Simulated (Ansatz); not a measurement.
Start from `C=CC(=C)Cl` and change one atom or group to get `C=C(Cl)S[SiH3]`.

Ansatz, PBE0-D4/def2-TZVP geometries, multiplicity 1. Each molecule was computed in one conformer, which needn't be the lowest.

```
                                        property  `C=CC(=C)Cl`
         HOMO–LUMO gap (ωB97M-V/def2-TZVPP) / eV          9.98
               LUMO energy (PBE/def2-TZVPP) / eV         -2.15
           HOMO–LUMO gap (B3LYP/def2-TZVPP) / eV          5.41
              LUMO energy (PBE0/def2-TZVPP) / eV         -1.23
               HOMO energy (PBE/def2-TZVPP) / eV         -6.03
size of the dipole moment (B3LYP/def2-TZVPP) / D          1.38
```

What does the change do to each property? (Estimate.)

The calculation gave: 
```
                                        property  `C=C(Cl)S[SiH3]`  shift
         HOMO–LUMO gap (ωB97M-V/def2-TZVPP) / eV             10.53   0.55
               LUMO energy (PBE/def2-TZVPP) / eV             -1.59   0.56
           HOMO–LUMO gap (B3LYP/def2-TZVPP) / eV              5.94   0.53
              LUMO energy (PBE0/def2-TZVPP) / eV             -0.65   0.58
               HOMO energy (PBE/def2-TZVPP) / eV             -5.92   0.11
size of the dipole moment (B3LYP/def2-TZVPP) / D              0.70  -0.68
```

Dipoles are sizes alone; their direction can turn.

B3LYP here is the variant with VWN-RPA as its local correlation; programs differ in this.
